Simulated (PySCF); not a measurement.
Cs⁴⁸⁺: ionisation energy

Cs⁴⁸⁺ [He] 2s2 2p3 (4S) → Cs⁴⁹⁺ [He] 2s2 2p2 (3P), as a difference of total energies. All numbers are calculated (PySCF 2.14, scalar relativity by spin-free X2C-1e, in an even-tempered Gaussian basis (19 s from 25 bohr⁻², ratio 2.2; 12 p from 32 bohr⁻², ratio 2.2; 5 d from 120 bohr⁻², ratio 2.4; 5 f from 180 bohr⁻², ratio 2.4; 4 g from 270 bohr⁻², ratio 2.4)). Correlated levels: nothing frozen; virtual orbitals above 40 to 60 times the deepest correlated orbital energy dropped. The calculations carry no spin-orbit coupling.

```tsv
method	ionisation energy (eV)
UHF	8887.3
LDA	8881.6
PBE	8883.0
PBE0	8884.4
r2SCAN	8887.8
BHandHLYP	8886.3
revPBE	8882.7
MP2 (all electrons)	8887.2
SCS-MP2 (all electrons)	8886.6
```

Spin-orbit coupling is strong in these open shells (close to jj coupling). The scalar numbers leave it out and a first-order estimate fails, so it can dominate the gap to the real levels.

For this ion Breit and QED terms and the two-electron picture change, all absent here, outweigh the differences among the correlated methods.

For comparison: 8726 ± 4 eV (theoretical estimate listed by NIST; NIST Atomic Spectra Database, ionization energies).
